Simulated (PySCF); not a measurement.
**Sn(OH)₂: fields on a plane**

These are results of PBE0/[Sn def2-TZVP with ECP28, O def2-TZVP, H def2-TZVP], scalar-relativistic core potentials, density fitting, no spin–orbit coupling, PySCF, not measurements.

The singlet minimum has O–H 0.960 Å (×2), Sn–O 1.981 Å (×2); H–O–Sn 118.9° (×2), O–Sn–O 99.8°.

The plane holds Sn1 at (0.00, 0.00), O2 at (1.98, 0.00), O3 at (-0.34, 1.95), H4 at (2.45, 0.84), H5 at (0.41, 2.55) Å. Columns run from x = -2.25 to 4.65 Å, rows from y = 4.95 (top) to -1.95 Å, in steps of 0.3 Å. Other isomers or separated fragments may lie lower. Core electrons replaced by a potential are absent, the electrostatic potential uses the reduced nuclear charge, and values within about 0.7 Å of such atoms have no physical meaning.

**Question.** Give the electron localisation function (set to 0 where the density is under 0.005 e/Å³). Lower edges of the bins: '0' 0.000, '1' 0.100, '2' 0.200, '3' 0.299, '4' 0.399, '5' 0.499, '6' 0.599, '7' 0.699, '8' 0.798, '9' 0.898; top 1.00.

**Answer.** 
```
000000000000000000000000
000000000000000000000000
000000000000000000000000
000000000000000000000000
000000001220000000000000
000111113565200000000000
001333347876500000000000
013566669997510000000000
024688889997400000000000
025788558986100000000000
014788917752000134000000
002578467630002566620000
000257887510015898640000
000012322111247999741000
000111123212568999620000
123322577512777887410000
467633711722864376310000
788733711722863587410000
899852577521678887420000
899974233211368886420000
799987543320136665310000
089999877630012333100000
069999998730000111000000
007999998620000000000000
```

**Question.** Give the electron density (e/Å³) (cut at 5 e/Å³). Lower edges of the bins (e/Å³): '_' 0.000, '.' 0.030, ':' 0.076, '-' 0.151, '=' 0.268, '+' 0.455, '*' 0.750, '#' 1.218, '%' 1.960, '@' 3.136; top 5.00, each point printed twice.

**Answer.** 
```
________________________________________________
________________________________________________
________________________________________________
________________________________________________
________________________________________________
______________......____________________________
________....::::--::::..________________________
______..::====++++++==..________________________
____..::==**####%%%%++::..______________________
____..--**%%@@@@%%##++::..______________________
____..--**@@@@@@@@**==::..______________________
____..--++%%@@@@%%++--............______________
____..::==**####**==--::..::::----::..__________
______..--==++**++==--::----++****==..__________
______..--==**####**======++##%%##++::__________
____..::==**@@@@@@@@**++**%%@@@@##++::..________
____..::==##@@@@@@@@##**##@@@@@@%%++::..________
____..--==##@@@@@@@@##++##@@@@@@##==::__________
____..::==**@@@@@@@@**++**%%@@%%**==::__________
____..::--++**####**==--==++**++==::..__________
____....::--==++====--::::------::..____________
______....::------::..............______________
________..............__________________________
________________________________________________
```
